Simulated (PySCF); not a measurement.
C5H5F3O2.
Bonds: O1–C2 (double), C2–O3, O3–C4, C4–C5, C5–F6, C5–F7, C5–F8, C4–C9, C9–C10, C4–C10. Hydrogens: H11 on C2; H12, H13 on C9; H14, H15 on C10.

The closed-shell SCF was solved with PySCF and density fitting under several settings on one GFN2-xTB geometry (grid level 2 and gas phase unless stated).

| settings | basis functions | SCF cycles | E (Eh) | HOMO (eV) | LUMO (eV) | dipole (D) |
| --- | --- | --- | --- | --- | --- | --- |
| PBE0/pcSseg-1 | 195 | 14 | -642.7791 | -8.55 | -0.24 | 2.73 |
| PBE0/def2-SVPD | 255 | 14 | -642.3952 | -8.67 | -0.45 | 2.84 |
| HF/pcSseg-0 | 100 | 11 | -638.6288 | -12.77 | 4.10 | 3.41 |
| PBE0/pcSseg-1, fitting basis def2-qzvpp-jkfit, start guess vsap | 195 | 13 | -642.7791 | -8.55 | -0.24 | 2.73 |
| wB97X/pcSseg-0, IEF-PCM chloroform, energy threshold 1e-11 Eh | 100 | 13 | -641.8780 | -11.05 | 2.21 | 3.21 |
| wB97X-D/def2-SVPD | 255 | 14 | -642.8574 | -10.60 | 1.48 | 2.87 |

Estimate the rows for these settings: (1) HSE06/pcseg-1, IEF-PCM benzene, grid level 1, damping 0.3 at the start, DIIS from the seventh cycle; (2) PBE0/def2-SVPD, grid level 1.

```csv
settings,basis functions,SCF cycles,E (Eh),HOMO (eV),LUMO (eV),dipole (D)
"HSE06/pcseg-1, IEF-PCM benzene, grid level 1, damping 0.3 at the start, DIIS from the seventh cycle",165,17,-642.7646,-8.15,-0.59,3.04
"PBE0/def2-SVPD, grid level 1",255,11,-642.3951,-8.67,-0.45,2.84
```

Over all rows, what range does the HOMO–LUMO gap span?

From 7.56 eV (HSE06/pcseg-1, IEF-PCM benzene, grid level 1, damping 0.3 at the start, DIIS from the seventh cycle) to 16.87 eV (HF/pcSseg-0). The functional of the narrowest has 25 % exact exchange at short range alone, that of the widest 100 % exact exchange.

And the dipole moment?

From 2.73 D to 3.41 D; the largest is 1.25 times the smallest, and the median is 2.85 D.

Compare two rows with the functional PBE0: PBE0/pcSseg-1, fitting basis def2-qzvpp-jkfit, start guess vsap and PBE0/def2-SVPD. Which energy is lower, and by how much?

PBE0/pcSseg-1, fitting basis def2-qzvpp-jkfit, start guess vsap (195 functions) lies 0.3839 Eh or 241 kcal/mol below PBE0/def2-SVPD (255 functions). The smaller set gives the lower energy; the two sets aren't nested, so the variational bound doesn't order them by size.

wB97X-D ran without the empirical dispersion term, which would shift the total energy alone. Cycle counts include a coarse-grid stage where the run had one. The structure is a single GFN2-xTB conformer; no vibrational corrections.

Conformer computed: `[O:1]=[CH:2][O:3][C:4]1([C:5]([F:6])([F:7])[F:8])[CH2:9][CH2:10]1`: O1–C2–O3–C4 3°, C2–O3–C4–C5 92°, O3–C4–C5–F6 67°.
